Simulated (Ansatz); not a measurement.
Z-matrix (Å, degrees):
```
Si
N 1 1.766
H 1 1.482 2 110.4
H 1 1.482 2 110.4 3 -122.0
H 1 1.482 2 106.8 3 119.0
Si 2 1.766 1 122.2 3 -118.9
B 2 1.402 1 118.9 3 61.1
H 6 1.482 2 106.8 1 -0.0
H 6 1.482 2 110.4 1 118.9
H 6 1.482 2 110.4 1 -119.0
Cl 7 1.765 2 121.3 1 180.0
Cl 7 1.765 2 121.3 1 0.0
```

The species carries charge 0 and has multiplicity 1.

Problem. List the PBE0/def2-TZVPP orbital energies in eV (Ansatz). (An estimate is asked.)

Solution. Computed: Occupied: -2767.72, -2767.72, -1803.20, -1803.20, -391.77, -259.58, -259.58, -197.86, -197.86, -197.74, -197.74, -197.71, -197.71, -187.34, -145.49, -145.49, -100.18, -100.18, -100.14, -100.14, -100.13, -100.13, -25.05, -23.58, -23.25, -16.03, -15.85, -13.78, -12.75, -12.60, -11.76, -10.61, -10.24, -10.21, -10.17, -9.76, -9.74, -9.40, -8.87, -8.48. Lowest empty: -0.71, -0.16, 0.65, 0.94, 1.18, 1.48, 1.88, 1.92.
